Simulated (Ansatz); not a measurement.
Al₁₀P₁₀H₃₀, a nanocrystal cut from zinc blende AlP (hydrogen-capped), relaxed as a singlet with RKS r2SCAN-D4/def2-SVP in Ansatz, starting from the GFN2-xTB geometry. Force threshold 0.03 eV/Å.

Single mean-field runs in def2-SVP are fitted with def2-universal-jkfit.

Start:

Cartesian coordinates in Å:
```
Al 1.792 -0.968 -2.376
Al 3.808 -1.817 1.532
Al 1.159 2.682 -1.108
Al 3.210 1.562 2.704
Al 0.095 -4.463 -0.220
Al -1.792 0.560 -2.496
Al -3.246 -3.071 -0.325
Al -0.200 -0.395 1.040
Al -1.287 3.459 2.525
Al -4.030 1.496 1.236
P 3.633 -1.359 -0.877
P 0.979 -3.218 -2.146
P 0.257 0.492 -1.295
P 1.939 -0.398 2.099
P 2.945 2.621 0.504
P -0.260 3.964 0.352
P -1.108 -2.574 0.676
P -2.885 -1.566 -2.235
P -3.427 1.686 -1.140
P -1.756 1.159 1.967
H 2.231 -0.595 -3.804
H 3.509 -3.311 1.786
H 5.199 -1.221 1.894
H 1.529 3.406 -2.416
H 4.746 1.336 2.795
H 2.491 2.426 3.765
H 1.311 -4.858 0.655
H -0.798 -5.553 -0.876
H -1.737 1.055 -3.952
H -3.328 -4.469 -1.003
H -4.431 -2.533 0.509
H -0.184 3.596 3.602
H -2.534 4.387 2.552
H -4.894 0.222 1.397
H -4.615 2.898 1.564
H 4.468 -2.215 -1.579
H 4.481 -0.265 -1.021
H 1.991 -3.977 -2.718
H 0.088 -3.451 -3.186
H 1.596 -0.894 3.361
H 4.063 2.159 -0.181
H 3.402 3.930 0.555
H 0.394 5.184 0.446
H -1.297 4.472 -0.420
H -1.320 -2.984 1.997
H -2.305 -2.414 -3.173
H -4.065 -1.431 -2.953
H -4.589 1.600 -1.895
H -3.277 3.051 -1.353
H -1.949 0.599 3.234
```

```
        step   energy (eV)  largest force component (eV/Å)  SCF passes
           1  -159295.5274                           0.757          17
           2  -159296.2638                           0.407          19
           3  -159296.4260                           0.080          19
           4  -159296.4627                           0.063          19
5 (rejected)  -159296.4509                           0.174          19
           6  -159296.4912                           0.016          19
           7  -159296.4954                           0.013          19
           8  -159296.4957                           0.010          14
           9  -159296.4962                           0.010          15
          10  -159296.4987                           0.051          19
          11  -159296.5051                           0.237          18
          12  -159296.5164                           0.328          19
          13  -159296.5536                           0.439          18
          14  -159296.5902                           0.299          19
          15  -159296.6594                           0.356          19
          16  -159296.7667                           0.074          19
          17  -159296.8106                           0.153          18
          18  -159296.8197                           0.383          18
          19  -159296.8400                           0.227          20
          20  -159296.8593                           0.024          19
```

Force components are those of the run's own axes.

End:

Cartesian coordinates in Å:
```
Al 1.625 -1.042 -2.343
Al 3.824 -1.634 1.517
Al 1.320 2.527 -1.051
Al 2.709 1.803 2.667
Al 0.512 -4.173 -0.092
Al -1.795 0.683 -2.339
Al -3.077 -3.150 -0.419
Al -0.207 -0.411 1.096
Al -1.434 3.467 2.340
Al -3.941 0.982 1.059
P 3.522 -1.630 -0.943
P 0.547 -3.194 -2.342
P 0.218 0.418 -1.095
P 1.862 -0.413 2.260
P 3.281 2.265 0.326
P 0.091 3.980 0.457
P -1.069 -2.609 0.835
P -3.106 -1.353 -2.123
P -3.250 2.083 -1.025
P -1.770 1.074 2.094
H 2.088 -0.486 -3.757
H 3.894 -3.124 2.055
H 5.045 -0.613 1.675
H 1.554 3.199 -2.470
H 3.981 1.809 3.619
H 1.536 2.881 2.817
H 2.024 -3.822 0.296
H -0.034 -5.664 -0.075
H -1.598 1.103 -3.857
H -2.673 -4.408 -1.320
H -4.413 -3.118 0.435
H -0.767 3.901 3.711
H -2.790 4.131 1.811
H -4.255 -0.461 0.444
H -5.035 1.811 1.858
H 3.966 -2.882 -1.445
H 4.573 -0.834 -1.481
H 1.302 -4.006 -3.230
H -0.677 -3.172 -3.060
H 1.549 -0.926 3.552
H 4.245 1.413 -0.270
H 3.984 3.495 0.215
H 1.050 4.926 0.907
H -0.618 4.841 -0.428
H -1.295 -3.077 2.161
H -2.946 -1.984 -3.390
H -4.449 -0.925 -2.298
H -4.373 2.342 -1.855
H -2.760 3.409 -0.910
H -1.969 0.570 3.411
```

By distances, no bond broke or formed. The bond that changes most is Al8–P13, from 2.54 to 2.38 Å (atoms count from 1).

The force fell under the threshold at step 6, but the optimiser went on and released 0.368 eV more. No frequencies were taken in this run, so the end may be a saddle point.

Run time 2.3 min (2 threads of AMD EPYC 7R13 on a shared host and a share (18 GiB) of an NVIDIA H100 80GB HBM3), peak host memory 1.2 GiB.
